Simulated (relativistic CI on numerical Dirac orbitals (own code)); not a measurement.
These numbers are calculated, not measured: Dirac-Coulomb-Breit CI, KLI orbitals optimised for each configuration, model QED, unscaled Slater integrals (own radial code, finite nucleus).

CI space (outside the closed core 1s2): 2s, 2p, 3s, 3p, 3d, 4s, 4p, 4d, 4f, 5s, 5p, 5d, 5f, 5g, 6s, 6p, 6d. Levels of other configurations are missing.

At this charge energies of transitions that change n are usually good to better than 1 %, and those within a shell (Δn = 0) to a few per cent.

Outline of the computed level scheme of Yb LXVIII. Lowest level of each configuration: 2s ²S1/2 at 0.0 eV; 2p ²P°1/2 at 177.1 eV; 3s ²S1/2 at 9816.4 eV; 3p ²P°1/2 at 9864.4 eV; 3d ²D3/2 at 10225.0 eV; 4s ²S1/2 at 13182.9 eV; 4p ²P°1/2 at 13202.4 eV; 4d ²D3/2 at 13353.7 eV; 4f ²F°5/2 at 13396.3 eV.

Some strong electric-dipole decays among the lowest 15 levels: 3d ²D5/2 → 2p ²P°3/2 (1.4e+15 s⁻¹); 3d ²D3/2 → 2p ²P°1/2 (1.3e+15 s⁻¹); 3p ²P°1/2 → 2s ²S1/2 (5.8e+14 s⁻¹); 4d ²D5/2 → 2p ²P°3/2 (4.5e+14 s⁻¹); 4d ²D3/2 → 2p ²P°1/2 (4.4e+14 s⁻¹); 3p ²P°3/2 → 2s ²S1/2 (4.2e+14 s⁻¹); 4f ²F°7/2 → 3d ²D5/2 (2.9e+14 s⁻¹); 4f ²F°5/2 → 3d ²D3/2 (2.8e+14 s⁻¹).
